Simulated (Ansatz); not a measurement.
Cartesian coordinates (Å):
```xyz
8

O     -2.3720     0.3502     0.2878
Si    -0.8326     0.7411    -0.1874
Si     0.8325    -0.7411     0.1873
O      2.3720    -0.3502    -0.2878
H     -2.7318    -0.4605    -0.0852
H     -0.5989     2.0830     0.4225
H      0.5989    -2.0829    -0.4226
H      2.7319     0.4604     0.0853
```
Charge +1, spin multiplicity 2.

The numbers are results of frozen-core CCSD(T)/cc-pVTZ // r2SCAN-D4/def2-TZVP (Ansatz, a program for electronic structure), not measurements. The geometry is that of the parent before the electron was removed.

```
Item                            Value
----------------------  -------------
HF energy               -729.77474 Ha
MP2 correlation energy    -0.67900 Ha
```

Estimate the CCSD correlation energy, the (T) correction, the total energy and the T1 diagnostic.


```
Item                             Value
-----------------------  -------------
CCSD correlation energy    -0.70940 Ha
(T) correction             -0.02815 Ha
CCSD(T) total energy     -730.51230 Ha
T1 diagnostic                    0.022
```
